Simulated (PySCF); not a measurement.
C4H5F, SMILES C#C[C@H](C)F.

Coordinates come from a PBE0-D3(BJ)/def2-SVP optimisation. The structure was generated by enumeration; whether it is a known compound was not checked.

Method: TDDFT-LC-ωPBE/def2-SVPD (PySCF 2.14.0).

Vertical excitations. Isolated molecule, no solvent.

Computed lowest excited states:
| state | energy (eV) | λ (nm) | f | main pairs |
|---|---|---|---|---|
| S1 | 6.27 | 198 | 0.000 | HOMO→LUMO+1 63 %, HOMO→LUMO 20 % |
| S2 | 6.86 | 181 | 0.002 | HOMO−1→LUMO+1 36 %, HOMO→LUMO+3 20 %, HOMO−1→LUMO 12 %, HOMO→LUMO+2 11 % |
| S3 | 7.08 | 175 | 0.000 | HOMO−1→LUMO+3 43 %, HOMO−1→LUMO+2 23 %, HOMO−1→LUMO 8 %, HOMO−1→LUMO+4 7 % |
| S4 | 8.49 | 146 | 0.068 | HOMO→LUMO 56 %, HOMO→LUMO+2 16 %, HOMO→LUMO+1 14 % |
| S5 | 8.78 | 141 | 0.080 | HOMO−1→LUMO 54 %, HOMO−1→LUMO+2 23 %, HOMO−1→LUMO+1 9 % |
| S6 | 9.36 | 132 | 0.103 | HOMO→LUMO+2 35 %, HOMO−2→LUMO 22 %, HOMO→LUMO+4 15 %, HOMO−2→LUMO+1 9 % |
| S7 | 9.58 | 129 | 0.014 | HOMO−2→LUMO+1 31 %, HOMO−2→LUMO 17 %, HOMO→LUMO+2 14 %, HOMO→LUMO+5 12 % |
| S8 | 9.73 | 127 | 0.137 | HOMO−3→LUMO 21 %, HOMO−3→LUMO+1 20 %, HOMO−1→LUMO+2 9 %, HOMO→LUMO+3 8 % |
| S9 | 9.79 | 127 | 0.068 | HOMO−3→LUMO+1 23 %, HOMO−3→LUMO 18 %, HOMO−1→LUMO+2 16 %, HOMO−1→LUMO+4 11 % |
| S10 | 9.90 | 125 | 0.435 | HOMO→LUMO+3 14 %, HOMO−1→LUMO+4 11 %, HOMO−1→LUMO+1 10 %, HOMO−1→LUMO+5 9 % |
| T1 | 5.13 | 242 | 0 | HOMO−1→LUMO+1 44 %, HOMO→LUMO+3 13 %, HOMO−1→LUMO 13 % |
| T2 | 5.61 | 221 | 0 | HOMO→LUMO+1 52 %, HOMO→LUMO 16 %, HOMO−1→LUMO+3 8 % |
| T3 | 5.76 | 215 | 0 | HOMO→LUMO+3 30 %, HOMO−1→LUMO+1 20 %, HOMO→LUMO+2 15 %, HOMO−1→LUMO 6 % |
| T4 | 6.66 | 186 | 0 | HOMO−1→LUMO+3 37 %, HOMO−1→LUMO+2 19 %, HOMO→LUMO+1 12 %, HOMO−1→LUMO 7 % |
Triplets are in the Tamm–Dancoff approximation, which puts them higher than full response would, so one can lie above its singlet here.
